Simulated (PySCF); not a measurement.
HO4S, charge -1, singlet, geometry from GFN2-xTB (in this run its highest filled SCF level lies above zero, so its values depend strongly on the basis, on diffuse functions most of all). Base run: TPSS/STO-3G (PySCF).

Input for PySCF:
```python
from pyscf import gto, scf, dft

mol = gto.Mole()
mol.atom = '''
    O     1.38992049   -0.28176098   -0.58148330
    S    -0.13445586    0.02400851    0.02026324
    O     0.12119981   -0.01438956    1.45858623
    O    -0.97063154   -1.05348789   -0.46961795
    O    -0.49393968    1.33543365   -0.48378888
    H     1.77890124   -0.27049776    0.28621944
'''
mol.basis = 'sto-3g'
mol.charge = -1
mol.verbose = 4
mol.build()

mf = dft.RKS(mol)
mf.xc = 'tpss'
mf.kernel()
```

Variants of this job, named by their change:

```
change                            ΔE vs base (mEh)  SCF cycles        outcome
--------------------------------  ----------------  ----------  -------------
base                                         0.000          10      converged
conv_tol = 1e-12                             0.000          11      converged
diis_space = 2                                   -          50  not converged
solver = newton; init_guess = 1e             0.000           -      converged
conv_tol = 1e-11                             0.000          11      converged
diis_space = 4                               0.000          13      converged
conv_tol_grad = 1e-7                         0.000          12      converged
init_guess = atom                            0.000          10      converged
DIIS = EDIIS                                     -          50  not converged
DIIS = ADIIS                                 0.000          22      converged
conv_tol = 1e-6                              0.000           8      converged
init_guess = 1e                              0.000          14      converged
init_guess = vsap                            0.000           9      converged
```
